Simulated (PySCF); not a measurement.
AgCl, SMILES [Cl][Ag], multiplicity 1.

The structure is a stationary point at B3LYP-D3(BJ)/def2-TZVPD. The spin state was assumed, not searched. The def2 effective core potentials stand for the cores of Ag; spin–orbit coupling is left out.

Two levels are set side by side: PBE/def2-TZVPD (PySCF) and B3LYP/def2-TZVPD (PySCF). Same geometry, gas phase. Differences are taken from unrounded values.

```tsv
quantity	B3LYP	PBE	PBE minus B3LYP
orbital gap (eV)	3.72	2.22	-1.50
highest occupied level (eV)	-7.39	-6.39	1.00
lowest empty level (eV)	-3.67	-4.17	-0.50
dipole moment (D)	5.60	5.16	-0.44
mean polarisability (bohr³)	42.8	45.0	2.2
```

PBE's occupied levels lie high since its potential decays too fast outside the molecule; exact exchange lowers them and widens the gap. Loosely held outer electrons make PBE densities more polarisable. Differences between two approximate levels are no errors against the true value.

Rough cost on one machine, each run with all the roots and properties that it gave: B3LYP against PBE within a factor of 2.
